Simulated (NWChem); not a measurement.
Everything below was run with NWChem. System: F4Sn, charge 0, spin multiplicity 1, at a geometry optimised with PBE/def2-SVP with def2 effective core potentials on Sn. The structure started from a generated list of species. Level: B2PLYP/def2-SVPD with def2 effective core potentials on Sn, 8 core orbitals frozen.

The NWChem input:

```
start mol
memory heap 200 mb stack 900 mb global 1100 mb
geometry units angstroms nocenter noautoz
  F      0.000000    -1.574507     1.113377
  Sn     0.000000     0.000000    -0.000001
  F      0.000000     1.574507     1.113377
  F      1.574508     0.000000    -1.113373
  F     -1.574508     0.000000    -1.113373
  symmetry group C2v
end
basis spherical
  * library def2-svpd
end
ecp
  Sn library def2-ecp
end
dft
  xc hfexch 0.53 becke88 0.47 lyp 0.73 mp2 0.27
  dftmp2
  semidirect memsize 60000000 filesize 0
  iterations 100
end
mp2
  freeze core 8
end
task dft energy
```

NWChem printed:

```
             Northwest Computational Chemistry Package (NWChem) 7.3.0
             --------------------------------------------------------

                                NWChem Input Module
                                -------------------

 Scaling coordinates for geometry "geometry" by  1.889725989
 (inverse scale =  0.529177249)

 Turning off AUTOSYM since
 SYMMETRY directive was detected!

                             Geometry "geometry" -> ""
                             -------------------------

 Output coordinates in angstroms (scale by  1.889725989 to convert to a.u.)

  No.       Tag          Charge          X              Y              Z
 ---- ---------------- ---------- -------------- -------------- --------------
    1 F                    9.0000     0.00000000    -1.57450700     1.11337700
    2 Sn                  50.0000     0.00000000     0.00000000    -0.00000100
    3 F                    9.0000     0.00000000     1.57450700     1.11337700
    4 F                    9.0000     1.57450800     0.00000000    -1.11337300
    5 F                    9.0000    -1.57450800     0.00000000    -1.11337300

 Effective nuclear repulsion energy (a.u.)     575.6152055277

            Nuclear Dipole moment (a.u.)
            ----------------------------
        X                 Y               Z
 ---------------- ---------------- ----------------
     0.0000000000     0.0000000000     0.0000415740

      Symmetry information
      --------------------

 Group name             C2v
 Group number             16
 Group order               4
 No. of unique centers     3

      Symmetry unique atoms

     1    2    4


 Summary of "ao basis" -> "" (spherical)
 ------------------------------------------------------------------------------
       Tag                 Description            Shells   Functions and Types
 ---------------- ------------------------------  ------  ---------------------
 *                         def2-svpd                  on all atoms

 Summary of "ao basis" -> "ao basis" (spherical)
 ------------------------------------------------------------------------------
       Tag                 Description            Shells   Functions and Types
 ---------------- ------------------------------  ------  ---------------------
 F                         def2-svpd                 9       23   4s3p2d
 Sn                        def2-svpd                12       32   5s4p3d

 Summary of "ao basis" -> "ao basis" (spherical)
 ------------------------------------------------------------------------------
       Tag                 Description            Shells   Functions and Types
 ---------------- ------------------------------  ------  ---------------------
 F                         def2-svpd                 9       23   4s3p2d
 Sn                        def2-svpd                12       32   5s4p3d

      Symmetry analysis of basis
      --------------------------

        a1         47
        a2         17
        b1         30
        b2         30

            General Information
            -------------------
          SCF calculation type: DFT
          Wavefunction type:  closed shell.
          No. of atoms     :     5
          No. of electrons :    58
           Alpha electrons :    29
            Beta electrons :    29
          Charge           :     0
          Spin multiplicity:     1
          Use of symmetry is: on ; symmetry adaption is: on
          Maximum number of iterations: 100
          AO basis - number of functions:   124
[...]
  ----- ------------  ---------------      ----- ------------  ---------------
    27      1.515476  2 Sn s                 26      0.740950  2 Sn s
    25     -0.310737  2 Sn s                  4     -0.295528  1 F  s
    59     -0.295528  3 F  s                 82     -0.295533  4 F  s
   105     -0.295533  5 F  s                 24     -0.248009  2 Sn s
     6      0.180924  1 F  py                61     -0.180924  3 F  py

 Vector   31  Occ=0.000000D+00  E= 3.648944D-02  Symmetry=b2
              MO Center= -1.7D-16,  1.2D-16, -3.1D-01, r^2= 5.5D+00
   Bfn.  Coefficient  Atom+Function         Bfn.  Coefficient  Atom+Function
  ----- ------------  ---------------      ----- ------------  ---------------
    39      1.547989  2 Sn py                 4      0.647165  1 F  s
    59     -0.647165  3 F  s                 36      0.530385  2 Sn py
    12      0.340839  1 F  py                67      0.340839  3 F  py
    13     -0.326099  1 F  pz                68      0.326099  3 F  pz
    52     -0.175181  2 Sn d -1              84      0.148593  4 F  py

 Vector   32  Occ=0.000000D+00  E= 3.649014D-02  Symmetry=b1
              MO Center= -9.0D-16, -8.0D-17,  3.1D-01, r^2= 5.5D+00
   Bfn.  Coefficient  Atom+Function         Bfn.  Coefficient  Atom+Function
  ----- ------------  ---------------      ----- ------------  ---------------
    38      1.548003  2 Sn px                82     -0.647178  4 F  s
   105      0.647178  5 F  s                 35      0.530385  2 Sn px
    89      0.340844  4 F  px               112      0.340844  5 F  px
    91     -0.326102  4 F  pz               114      0.326102  5 F  pz
    54     -0.175178  2 Sn d  1               5      0.148593  1 F  px

 center of mass
 --------------
 x =   0.00000000 y =   0.00000000 z =   0.00000033

 moments of inertia (a.u.)
 ------------------
         672.784146551671           0.000000000000           0.000000000000
           0.000000000000         672.784573838420           0.000000000000
           0.000000000000           0.000000000000         672.766189576201

     Multipole analysis of the density
     ---------------------------------

     L   x y z        total         alpha         beta         nuclear
     -   - - -        -----         -----         ----         -------
     0   0 0 0      0.000000    -29.000000    -29.000000     58.000000

     1   1 0 0     -0.000000     -0.000000     -0.000000      0.000000
     1   0 1 0     -0.000000     -0.000000     -0.000000      0.000000
     1   0 0 1     -0.000015     -0.000055     -0.000055      0.000094

     2   2 0 0    -35.364299    -97.358590    -97.358590    159.352881
     2   1 1 0     -0.000000     -0.000000     -0.000000      0.000000
     2   1 0 1      0.000000      0.000000      0.000000      0.000000
     2   0 2 0    -35.364312    -97.358495    -97.358495    159.352679
     2   0 1 1      0.000000      0.000000      0.000000      0.000000
     2   0 0 2    -35.364661    -97.363024    -97.363024    159.361388

                   NWChem MP2 Semi-direct Energy/Gradient Module
                   ---------------------------------------------

  Basis functions       =    124
  Molecular orbitals    =    124
  Frozen core           =      8
  Frozen virtuals       =      0
  Active alpha occupied =     21
  Active beta occupied  =     21
  Active alpha virtual  =     95
  Active beta virtual   =     95
  Use MO symmetry       = T
  Use skeleton AO sym   = T

  AO/Fock/Back tols     =   1.0D-09  1.0D-09  1.0D-09

 GA uses MA = F    GA memory limited = T

 Available:
  local mem=  4.43D+07
 global mem=  1.44D+08
 local disk=  0.00D+00
  mp2_memr nvloc                    95
  nvloc new                    95
   1 passes of  21:        3145728                      82239                  51739949.
   1 passes of  21: M     44317675           G      144148448           F      41171947.
  mp2_memr nvloc                    95
  nvloc new                    95
   2 passes of  11:        3145728                      58014                  27114429.
   2 passes of  11: M     44317675           G      144148448           F      41171947.

 Semi-direct pass number   1 of   2  for RHF alpha+beta  at        1.5s
  vrange nnbf                  7624
  mp2_eaftype                   103  avail_ma_in_mb                   386
 EAF : mp2_eaftype filesize         103   13557214.
  mp2_eaf for mointskh                    103
Node 0 wrote     63.7 Mb in      0.0 s     Agg I/O rate:  7242.3 Mb/s
 Done moints_semi at        4.1s
  mp2_eaftype                   103  avail_ma_in_mb                   386
 EAF : mp2_eaftype filesize         103   13557214.
  mp2_eaf for kh                   103
 Done maket at        4.2s
 Semi-direct pass number   2 of   2  for RHF alpha+beta  at        4.2s
  vrange nnbf                  7624
  mp2_eaftype                   103  avail_ma_in_mb                   386
 EAF : mp2_eaftype filesize         103   13557214.
  mp2_eaf for mointskh                    103
Node 0 wrote     57.9 Mb in      0.0 s     Agg I/O rate:  7577.8 Mb/s
 Done moints_semi at        6.7s
  mp2_eaftype                   103  avail_ma_in_mb                   386
 EAF : mp2_eaftype filesize         103   13557214.
  mp2_eaf for kh                   103
 Done maket at        6.9s
 Done multipass loop at        6.9s

          -------------------------------------------
          DFT energy                    -612.641373815819
          Unscaled MP2 energy             -1.132292086061
          Total DFT+MP2 energy          -612.947092679055
          -------------------------------------------

 -----------------------
 Performance information
 -----------------------

 Timer overhead =  1.19D-07 seconds/call

               Nr. of calls         CPU time (s)                 Wall time (s)                GFlops
             ---------------    -------------------     ------------------------------   -------------------
Name         Min   Avg   Max    Min     Avg     Max     Min     Avg     Max   Mx/calls   Min     Max     Sum
mp2: moin     2     2     2    5.1     5.1     5.1      5.1     5.1     5.1     2.5      0.0     0.0     0.0
mp2: make     2     2     2   0.26    0.26    0.26     0.26    0.26    0.26    0.13      0.0     0.0     0.0
mp2: tota     1     1     1    5.4     5.4     5.4      5.4     5.4     5.4     5.4      0.0     0.0     0.0

 The average no. of pstat calls per process was 5.00D+00
 with a timing overhead of 5.97D-07s

 Task  times  cpu:        6.9s     wall:        6.9s

 Total times  cpu:        6.9s     wall:        6.9s
```
